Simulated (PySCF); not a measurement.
Calculation: PySCF with PBE0-D4/def2-TZVP. Gas-phase values, no solvent. One relaxed conformer stands for a flexible species; it need not be the lowest. Excitations are Tamm–Dancoff values on a coarser integration grid. The basis has no diffuse functions, so Rydberg states are missing or too high.

Reference species (SMILES): `[Ga]([OH])([OH])[OH]` (neutral, multiplicity 1).

```
Property                                        Value
-------------------------------------------  --------
T1 excitation (TDA)                           6.02 eV
brightest of the four lowest singlets (TDA)   7.37 eV
LUMO                                         -0.88 eV
S1 oscillator strength                          0.000
```

Changed species: `[Ga]([F])([F])[F]` (0 of 3 F replaced by OH; the reference has 3 of 3 F replaced by OH).

Task: Predict the effect on the T1 excitation (TDA), brightest of the four lowest singlets (TDA), LUMO and S1 oscillator strength.

Result: the T1 excitation (TDA) rises by 1.15 eV, to 7.17 eV; the brightest of the four lowest singlets (TDA) increases by 0.46 eV, to 7.83 eV; the LUMO decreases by 1.46 eV, to -2.34 eV; the S1 oscillator strength is nearly the same.
